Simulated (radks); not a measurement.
Results of a calculation; reference values are marked as such.
Spherical quantum dot in the effective-mass picture: electrons in a hard-walled sphere of radius 9.1, with a point charge +1 (a donor) at the centre, all in effective atomic units (hartree* = m*/eps^2 hartree, bohr* = eps/m* bohr), one dielectric constant everywhere. Level of theory: non-relativistic Kohn-Sham, LDA (Slater exchange, Perdew-Wang correlation), spin-polarised, spherical densities (a radial shooting solver with Libxc functionals). Levels are named by radial order and angular momentum (1s, 1p, 1d, 2s, ...), and open shells are averaged over m. Results are scaled to m* = 0.164 and eps = 11.2, for which hartree* = 35.58 meV and bohr* = 3.614 nm.

N = 2, configuration 1s2. This is the lowest configuration that the search found. Occupied and some empty levels:

level,occupation,eigenvalue (meV),<r> (nm)
1s,2,2.8293,8.835
1p,0,7.6708,19.37
2s,0,8.0558,18.10
1d,0,10.491,21.37

Energy (meV): total -18.0336, kinetic 17.725, external -49.038, Hartree 28.221, exchange-correlation -14.941.
